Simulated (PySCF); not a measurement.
BO, SMILES O=[B], multiplicity 2. Atoms are numbered in the order given.

```xyz
2

B      0.0000     0.0000    -0.7399
O      0.0000     0.0000     0.4624
```
Charge 0, spin multiplicity 2.

Geometry: B3LYP-D3(BJ)/def2-TZVPD.

Level of theory: r2SCAN/def2-TZVPD in PySCF.

Isolated molecule, no solvent.

```
Property                                                           Value
-----------------------------------------------  -----------------------
total energy                                          -100.01591 hartree
point group                                                          C∞v
α spin, highest occupied and lowest empty level       -8.84 and -1.29 eV
β spin, highest occupied and lowest empty level       -9.43 and -4.75 eV
dipole moment                                                     2.33 D
mean static polarisability                          17.0 bohr³ (2.52 Å³)
polarisability, principal values                  15.8, 15.8, 19.4 bohr³
⟨S²⟩                                             0.766 (pure state 0.75)
```
